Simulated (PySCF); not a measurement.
# Peak assignment

Cartesian coordinates in Å; atom numbers follow the order of the lines, from 1:
```xyz
20

C     1.721    2.604   -0.880
N     1.634    1.375   -0.689
Si    0.710    0.096   -1.374
C    -0.381   -0.559    0.058
C     0.470   -0.801    1.304
C    -1.022   -1.878   -0.369
C    -1.487    0.441    0.396
H     2.402    3.191   -0.267
H     1.162    3.161   -1.636
H    -0.153    0.401   -2.527
H     1.746   -0.868   -1.743
H    -0.144   -1.190    2.117
H     1.258   -1.521    1.097
H     0.934    0.124    1.637
H    -1.652   -1.741   -1.245
H    -1.640   -2.280    0.434
H    -0.260   -2.616   -0.613
H    -2.122    0.627   -0.468
H    -2.116    0.056    1.200
H    -1.064    1.390    0.721
```

- coordinates at the GFN2-xTB level
- σ from GIAO-PBE0/pcSseg-1
- program: PySCF 2.14.0 with density-fitted response routines
- rapidly exchanging positions averaged, no relativistic terms, one conformer, no solvent model

References, each an isolated molecule treated in the same way: ¹³C (σ = 186.93 ppm), ¹H (σ = 31.72 ppm) against TMS.

Task: Assign these signals to the numbered atoms. ¹³C{¹H} NMR (computed): δ 172.0 (CH2), 28.5 (CH3), 21.5 (C).

Result: 
172.0 → C1, C=N carbon
28.5 → C5/C6/C7, methyl carbon: saturated and bonded to C and H only
21.5 → C4, fully substituted sp3 carbon bonded to Si

Task: Assign these signals to the numbered atoms. ¹H NMR (400 MHz, computed): δ 8.77 (m, 1H), 8.74 (m, 1H), 4.86 (s, 2H), 1.06 (s, 9H).

Result: 
8.77 → H9, hydrogen on a C=N carbon
8.74 → H8, hydrogen on a C=N carbon
4.86 → H10/H11, hydrogen on a silicon bonded to C, N
1.06 → H12/H13/H14/H15/H16/H17/H18/H19/H20, hydrogen on a methyl carbon

H9 and H8 lie closer than the usual error of such a calculation, so a measured spectrum could show them in the other order.

Shifts are as computed. Against solution values, carbons near 30 ppm lie about +3 ppm off and those near 130 ppm about +5 ppm. Of 1211 compounds with measured shifts, 218 miss one by over three times the rms of a fit or turn the order of signals round; such compounds aren't used in these exercises. No couplings were computed; multiplicities are counted from neighbouring protons, with m where these are inequivalent, close in shift, in a saturated or five-membered ring or joined by F or P, and br s for small geminal =CH2 splittings.
